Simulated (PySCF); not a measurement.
## UHF on Cr⁹⁺ (chromium, charge +9)

Configuration: [Ne] 3s2 3p3, high-spin 4S determinant. Calculation: PySCF 2.14, in an even-tempered Gaussian basis (17 s from 0.49 bohr⁻², ratio 2.5; 11 p from 0.64 bohr⁻², ratio 2.5; 5 d from 3.8 bohr⁻², ratio 2.7; 4 f from 5.7 bohr⁻², ratio 2.7); the non-relativistic Hamiltonian (point nucleus).

```
Total energy                                     : -1013.677778 hartree
One-electron energy                              : -1274.1947 hartree
Hartree (Coulomb) energy                         : 302.2285 hartree
Exchange energy                                  : -41.7116 hartree
Kinetic energy                                   : 1013.65455 hartree
⟨S²⟩                                             : 3.7504
⟨L²⟩                                             : 0.000
Sum of ⟨r⟩                                       : 6.329 bohr
Sum of ⟨r²⟩                                      : 4.484 bohr²
Density at the nucleus (Gaussians lack the cusp) : 9230 bohr⁻³
Spin density at the nucleus                      : 0.757 bohr⁻³
```

```
shell  electrons  mean orbital energy (hartree)  rms radius, mean of both spins (bohr)
 1s α          1                     -228.64253                                 0.0743
 1s β          1                     -228.51114                                 0.0743
 2s α          1                      -34.28717                                  0.317
 2s β          1                      -34.18623                                  0.317
 2p α          3                      -30.26519                                  0.286
 2p β          3                      -30.07526                                  0.286
 3s α          1                      -10.26909                                  0.864
 3s β          1                       -9.52262                                  0.864
 3p α          3                       -8.90690                                  0.873
```

Spin-orbit constants ζ (cm⁻¹) from the X2C one-electron operator on these orbitals (non-relativistic here): bare nucleus, nucleus screened by l(l+1)(2l+1)/3 electrons, and screened by the Breit-Pauli mean field of the electrons.

| shell | bare | screened nucleus | mean field |
| --- | --- | --- | --- |
| 2p | 48470 | 44430 | 42580 |
| 3p | 7756 | 7110 | 6789 |
